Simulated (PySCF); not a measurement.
# Adding and removing an electron: SrCa

RHF-MP2; PySCF, scalar-relativistic core potentials, basis sets Sr def2-SVP with ECP28, Ca def2-SVP. Neutral (RHF): singlet (closed shell), Re = 4.738 Å, ωe = 41.1 cm⁻¹, De = 0.12 eV.

SrCa⁺ (ROHF): doublet (σ ↑), Re = 4.074 Å, ωe = 103 cm⁻¹, De = 0.78 eV to Sr⁺ + Ca. The energies at the minima are -707.20478 hartree for SrCa and -707.03028 for SrCa⁺.

(1) Work out the adiabatic ionisation energy, without and with harmonic zero-point energies (1 hartree = 27.2114 eV, 1 eV = 8065.5 cm⁻¹), and the change of the bond length.

Correlated steps freeze 5 core orbitals. Weak bonds: SrCa. Basis-set superposition, not corrected here, can be much of De in a small basis, most of all at correlated wavefunction levels. Spin–orbit coupling is left out. For an ion De counts to the pair picked by the measured ionisation energies or electron affinities, which need not be the lowest pair at this level. States were picked by a PBE0 search and need not be the measured ground states.

Results:

(1) At MP2: 0.17450 hartree = 4.748 eV between the minima; the zero-point term (103.0 − 41.1)/2 cm⁻¹ = +0.004 eV makes it 4.752 eV. Re changes by -66.4 pm against the neutral. The electron leaves a σ orbital, and the shorter bond of the ion fits an antibonding orbital, or a change in how ionic the bond is.
